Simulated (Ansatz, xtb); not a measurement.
## CH5CaN: 3 structures ranked

3 gas-phase structures of CH5CaN, found in a search over its isomers (lower ones may exist). Each was relaxed with GFN2-xTB:

A. `N[CH2][CaH]`, a singlet
B. a singlet given by its coordinates
C. a singlet given by its coordinates

B (Å):

```xyz
8

C     1.4798   -1.4409   -1.2258
Ca    2.8840   -0.9615    0.5663
N     1.8544   -0.1919    2.2145
H     0.6148   -1.9381   -0.7821
H     1.1465   -0.4951   -1.6607
H     1.8735   -2.0676   -2.0228
H     2.2695    0.2932    3.0059
H     1.0695    0.3939    1.9252
```

Close contacts (Å): C1–Ca2 2.33, Ca2–N3 2.09, C1–H4 1.09, C1–H5 1.09, C1–H6 1.09, N3–H7 1.02, N3–H8 1.02.

C (Å):

```xyz
8

C     1.1523   -0.5054   -0.4798
Ca    2.6689   -1.3114    1.9405
N     2.4258   -1.0990   -0.1323
H     0.4134   -0.7530    0.3032
H     1.1863    0.5986   -0.5863
H     0.7703   -0.9022   -1.4321
H     3.0974   -0.7939   -0.8333
H     1.3943   -1.7091    3.1093
```

Close contacts (Å): C1–Ca2 2.97, C1–N3 1.45, Ca2–N3 2.10, C1–H4 1.10, C1–H5 1.11, C1–H6 1.10, Ca2–H8 1.77, N3–H7 1.02.

**Question.** Which do you expect lowest at r2SCAN-D4/def2-SVP, and how would the others follow?

**Answer.** Calculated order at r2SCAN-D4/def2-SVP: B (0.0), C (15.9), A (41.4) kcal/mol.

Energies above the lowest of each column, in kcal/mol; the last columns are at PBE0-D3(BJ)/def2-SVP geometries and were run for some of them only (a dash: not run or not comparable):

| structure | GFN2-xTB | HF/STO-3G | r2SCAN-D4/def2-SVP | PBE0-D3(BJ)/def2-SVP | CCSD(T)/def2-TZVP |
| --- | --- | --- | --- | --- | --- |
| B | 25.1 | 0.0 | 0.0 | 0.0 | 0.0 |
| C | 0.0 | 3.5 | 15.9 | 11.1 | 16.9 |
| A | 18.9 | 10.3 | 41.4 | – | – |

CCSD(T)/def2-TZVP puts B lowest of those it was run on; GFN2-xTB picks C. Some further structures that were screened fall inside this span and aren't listed. Flexible structures stand in one conformer each, not always the lowest. Frequencies (PBE0-D3(BJ)/def2-SVP) were run for B, C alone.

Programs: Ansatz 0.2.0, xtb 6.7.1.
